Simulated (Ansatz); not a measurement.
Gas-phase electronic energies from Ansatz, PBE0-D4/def2-TZVP geometries. CCSD(T)/CBS is the MP2 limit (def2-TZVPP, def2-QZVPP) plus CCSD(T) − MP2 in def2-TZVPP, frozen cores. DFT in def2-TZVPP. For As outer-core shells are correlated without core-valence functions, which leaves a few kJ/mol of doubt a bond. Scalar relativity is left out up to krypton. Each species was taken in one conformer, which may not be the lowest.

Reaction (redistribution): `OC([SiH3])[AsH2]` + `NN[SiH3]` → `N[AsH2]` + `OC([SiH3])N[SiH3]`

`OC([SiH3])[AsH2]`:

Z-matrix (Å, degrees):
```
C
Si 1 1.885
As 1 2.001 2 112.5
O 1 1.415 2 108.3 3 122.2
H 1 1.100 2 109.1 3 -116.0
H 2 1.485 1 109.4 3 -60.0
H 2 1.486 1 108.1 3 59.4
H 2 1.488 1 111.1 3 179.1
H 3 1.524 1 97.1 2 29.2
H 3 1.523 1 95.6 2 -64.2
H 4 0.962 1 109.2 2 178.7
```

`NN[SiH3]`:

Cartesian coordinates in Å:
```
N 0.806 -0.776 -1.168
N 0.028 -0.780 0.004
Si -0.528 0.647 0.775
H 0.359 -0.229 -1.896
H 1.718 -0.376 -0.979
H -0.306 -1.699 0.233
H -1.351 1.500 -0.134
H 0.617 1.491 1.221
H -1.344 0.222 1.943
```

`N[AsH2]`:

```xyz
6

N     0.358   -0.569    0.681
As    0.041    1.044   -0.175
H    -0.091   -1.369    0.258
H     1.351   -0.747    0.745
H    -1.456    1.068    0.107
H    -0.203    0.573   -1.617
```

`OC([SiH3])N[SiH3]`:

```xyz
14

O    -1.184   -1.309    1.127
C    -0.135   -0.596    0.502
Si    0.815    0.309    1.883
N    -0.619    0.313   -0.503
Si   -0.048    0.355   -2.128
H    -1.747   -1.664    0.429
H     0.551   -1.294   -0.004
H     2.038    0.906    1.284
H     1.199   -0.598    2.995
H    -0.059    1.399    2.393
H    -1.126    1.104   -0.134
H    -0.026   -1.039   -2.647
H     1.327    0.910   -2.290
H    -0.987    1.203   -2.906
```

Question: Is it downhill or uphill in electronic energy at CCSD(T)/CBS, and by how much? (Best estimate.)

Answer: Ansatz gave: Downhill: ΔE = -120.3 kJ/mol.

Question: What do these levels give: ωB97M-V, HF/def2-TZVPP, CCSD(T)/def2-TZVPP, MP2/def2-QZVPP, MP2/CBS(def2), CCSD/CBS(def2)? (An estimate is asked.)

Answer: Ansatz gave: ωB97M-V -120.3, HF/def2-TZVPP -131.4, CCSD(T)/def2-TZVPP -122.4, MP2/def2-QZVPP -125.2, MP2/CBS(def2) -124.1, CCSD/CBS(def2) -121.2 kJ/mol.

Largest T1 diagnostic among the species: 0.012.

In def2-TZVPP, CCSD(T) changes the Hartree–Fock value by +9.0 kJ/mol (the triples alone add +0.9 kJ/mol) and MP2 by +5.2 kJ/mol. From PBE to PBE0 (25 % exact exchange), in def2-TZVPP and without D4, ΔE moves by −3.5 kJ/mol.
